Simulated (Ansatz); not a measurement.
Isomers of H3NOSi. Isolated molecules, 0 K electronic values unless said otherwise. One relaxed conformer stands for each flexible species; it need not be the lowest. Strings in code marks are SMILES.

Quantity: electronic energy of isomers of H3NOSi relative to `N[SiH]=O`, in kcal/mol.

Case: `[H]/N=[SiH]\O` (N–Si–O–H torsion 0°). Geometry of `[H]/N=[SiH]\O` (neutral, multiplicity 1, Å):

```xyz
6

N     -1.1780    -0.4647    -0.7460
Si    -0.2014     0.4336     0.1015
O      1.3008     0.2413     0.7024
H     -1.0560    -1.3966    -1.1065
H     -0.6133     1.7784     0.5139
H      1.7479    -0.5920     0.5347
```

Q: Give the electronic energy of isomers of H3NOSi relative to `N[SiH]=O` at the level frozen-core CCSD(T) with HF/cc-pVQZ and the correlation energy extrapolated as X^-3 from cc-pVTZ and cc-pVQZ // PBE0-D3(BJ)/def2-TZVP (Ansatz, an electronic-structure program).

A: 13.8 kcal/mol.
